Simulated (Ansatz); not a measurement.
AlBFH₃OSSi (`F[B]1[SiH2][O][Al]1[SH]`), 9 atoms. Total charge 0; spin multiplicity 1. All runs use 4 threads of an Arm Neoverse V2 on a shared host. Correlated methods freeze the cores.

Question: Give the basis size and wall time and peak host memory of each of these runs in Ansatz. RKS PBE0-D4/def2-TZVP frequencies; RKS B2PLYP (frozen core)/def2-TZVPP energy; RHF-CCSD(T)/def2-TZVPP energy; RKS ωB97M-V/def2-SVP energy; RHF-CCSD(T)/def2-SVP energy; direct RPA on PBE orbitals/def2-TZVPP energy; RKS BHLYP-D4/def2-TZVPP energy; RKS PBE0-D4/def2-TZVP relaxation (6 steps); RKS ωB97M-V/def2-QZVPP energy; RKS PBE0-D4/def2-TZVPP energy; RKS PBE0-D4/def2-SVP energy; RKS PBE0-D4/def2-QZVPP energy. (Best estimate.)

Answer: Ansatz gave: Other jobs shared the machine, so times are rough.

```
                                level                   job  functions  wall time  peak host memory (GiB)
                 RKS PBE0-D4/def2-SVP                energy        111      1.2 s                    0.47
              RKS BHLYP-D4/def2-TZVPP                energy        261      3.5 s                    0.81
               RKS PBE0-D4/def2-TZVPP                energy        261      3.6 s                    0.78
                 RHF-CCSD(T)/def2-SVP                energy        111      4.6 s                    0.48
                 RKS ωB97M-V/def2-SVP                energy        111      5.5 s                    0.47
  RKS B2PLYP (frozen core)/def2-TZVPP                energy        261        6 s                    0.72
direct RPA on PBE orbitals/def2-TZVPP                energy        261      6.5 s                    0.62
               RKS PBE0-D4/def2-QZVPP                energy        471       10 s                       2
               RKS ωB97M-V/def2-QZVPP                energy        471       24 s                     2.4
                RKS PBE0-D4/def2-TZVP  relaxation (6 steps)        222       28 s                    0.67
                RKS PBE0-D4/def2-TZVP           frequencies        222    2.5 min                    0.69
               RHF-CCSD(T)/def2-TZVPP                energy        261    2.6 min                     5.8
```
